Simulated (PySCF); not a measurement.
Al(F)(Cl)(OMe) (CH3AlClFO), SMILES C[O][Al]([F])[Cl].

Geometry: B3LYP-D3(BJ)/def2-SVP. The structure was generated by enumeration; whether it is a known compound was not checked. The values are those of a single conformer.

All values below come from PBE/def2-TZVP run with PySCF.

Task: Estimate the frontier levels, gap, dipole moment and polarisability. (The exact figures need the calculation; the answer reports its results.)

Result: 
```yaml
highest_occupied_level: -7.13 eV
lowest_empty_level: -1.86 eV
orbital_gap: 5.28 eV
dipole_moment: 1.85 D
quadrupole, principal values (traceless, Buckingham form, about the centre of nuclear charge): -8.18, 3.35, 4.83 D·Å
mean_static_polarisability: 50.9 bohr³ (7.54 Å³)
polarisability_principal_values: 41.8, 46.5, 64.5 bohr³
```
